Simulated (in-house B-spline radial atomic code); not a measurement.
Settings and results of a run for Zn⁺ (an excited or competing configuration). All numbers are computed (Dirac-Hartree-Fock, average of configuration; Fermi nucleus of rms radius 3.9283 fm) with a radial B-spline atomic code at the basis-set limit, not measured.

Command:
```bash
python run_scf.py task.json out
```
Settings (nuclear radius in fm, mass in u):
```
Z                30
configuration    [Ne] 3s2 3p5 3d10 4s1 5f1
hamiltonian      dirac
method           hf
spin_polarised   False
nucleus          fermi
rms_radius       3.9283
atomic_mass      63.92914
speed_of_light   137.035999084
```

Output (hartree, bohr):
```
 radial grid: 91 intervals, B-splines of order 8, outer radius 102 bohr

 iter        energy (Eh)    residual
    1      -1789.0921195    4.31e-01
    2      -1789.6243751    1.82e-01
    3      -1790.4051706    1.63e-02
    4      -1790.4110165    5.36e-03
    5      -1790.4111831    6.69e-04
    6      -1790.4111905    4.37e-04
    7      -1790.4111948    5.42e-05
    8      -1790.4111949    6.27e-06
    9      -1790.4111949    2.57e-07

 total energy                    -1790.411195
 kinetic                           1824.64610
 electron-nucleus                 -4296.17176
 electron-electron                  681.11446

 first-order corrections (not in the total)
   Gaunt                            0.83339
   retardation                     -0.07598
   frequency dependence            -0.00265
   self-energy                      0.56045
   Uehling                         -0.05153
   Wichmann-Kroll                   0.00041
   recoil                           0.01152

 orbital      occ     eigenvalue          <r>       <r^2>       <1/r>     <1/r^2>     <1/r^3>       r_max    small
 1s1/2      2.000     -358.98481    0.0502753  0.00340088     30.2344     1883.81           -     0.03292  1.17e-02
 2s1/2      2.000      -46.46062     0.224878   0.0597193     6.65526     189.119           -      0.1887  2.26e-03
 2p1/2      2.000      -40.86191     0.195933   0.0471889     6.57415     60.9073           -      0.1503  2.22e-03
 2p3/2      4.000      -39.97212     0.199285   0.0486903     6.41971     56.4108     767.216      0.1531  2.18e-03
 3s1/2      2.000       -6.75845     0.676379    0.527321     2.09737     28.3836           -       0.587  4.97e-04
 3p1/2      1.667       -5.00540     0.699112    0.574918     1.97297     8.87646           -      0.5874  4.53e-04
 3p3/2      3.333       -4.88431     0.708549    0.590413     1.93845     8.24726     99.9968       0.595  4.44e-04
 3d3/2      4.000       -1.76831     0.812611    0.838709     1.60513     3.46275     10.4687      0.5634  3.22e-04
 3d5/2      6.000       -1.75206     0.817722    0.849425     1.59505     3.41626     10.2105      0.5663  3.19e-04
 4s1/2      1.000       -0.98741      2.19789     5.47557    0.583315     2.43239           -       1.891  5.50e-05
 5f5/2      0.429       -0.08030      15.6496     278.095    0.080925  0.00946339  0.00164431       16.32  2.18e-06
 5f7/2      0.571       -0.08031      15.6493     278.087   0.0809278  0.00946443  0.00164473       16.32  2.18e-06
```

Time taken, with all properties: 3.4 s on 1 thread of Arm Neoverse V2 (shared host).

For the Dirac Hamiltonian the kinetic term is c α·p + (β - 1)c².
